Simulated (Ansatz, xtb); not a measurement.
# Two isomers of C6H11P

Structure X: `CC1=CP(C)CC1`, a singlet. Structure Y: `CC1=C(C)CPC1`, a singlet. Both are isolated molecules in the gas phase, relaxed with PBE0-D3(BJ)/def2-SVP; each stands in its lowest conformer found.

Q: Estimate which is lower in electronic energy at CCSD(T)/def2-SVP + ΔMP2/def2-TZVPP, and by roughly how much.

A: Not settled: CCSD(T)/def2-SVP + ΔMP2/def2-TZVPP gives E(Y) − E(X) = +7.17 kJ/mol, but this leans on the basis-set step: CCSD(T) alone gives −5.92 kJ/mol.

The same difference at several levels:

```
                             level              geometry  E(Y) − E(X) (kJ/mol)  departure from the last row (kJ/mol)  job, with rough time for the two
                          GFN2-xTB              GFN2-xTB                  −15.31                                −22.48              optimisation, 0.16 s
                         HF/STO-3G              GFN2-xTB                  +13.51                                 +6.34              single point, 0.48 s
                r2SCAN-D4/def2-SVP              GFN2-xTB                   +0.92                                 −6.25               single point, 4.5 s
              PBE0-D3(BJ)/def2-SVP  PBE0-D3(BJ)/def2-SVP                   −1.47                                 −8.64                optimisation, 42 s
                       HF/def2-SVP  PBE0-D3(BJ)/def2-SVP                   +0.27                                 −6.90           part of the CCSD(T) run
                      MP2/def2-SVP  PBE0-D3(BJ)/def2-SVP                   −4.81                                −11.98           part of the CCSD(T) run
                  CCSD(T)/def2-SVP  PBE0-D3(BJ)/def2-SVP                   −5.92                                −13.09                      single point
CCSD(T)/def2-SVP + ΔMP2/def2-TZVPP  PBE0-D3(BJ)/def2-SVP                   +7.17                                                   single point, 1.7 min
```

As drawn, Y has 1 C–C, 1 P–H in place of 1 C–P, 1 C–H.

GFN2-xTB, MP2/def2-SVP, CCSD(T)/def2-SVP put the two in the other order. r2SCAN-D4/def2-SVP, PBE0-D3(BJ)/def2-SVP, HF/def2-SVP find them nearly level. The largest departure from CCSD(T)/def2-SVP + ΔMP2/def2-TZVPP is that of GFN2-xTB, 22.48 kJ/mol. The last row adds to CCSD(T) the change of the MP2 difference between the two basis sets, here +13.09 kJ/mol, a large step that makes the value less sure.

With thermal terms from frequencies at re-optimised GFN2-xTB minima (ideal gas, soft modes damped towards free rotors, one conformer each, 298.15 K, 1 atm): the zero-point term adds −3.84 kJ/mol; ΔH is +3.35 and ΔG +2.27 kJ/mol.

The correlated steps freeze 11 core orbitals. Run with Ansatz 0.2.0, xtb 6.7.1; the last row on 4 threads of Arm Neoverse V1 on a shared host.
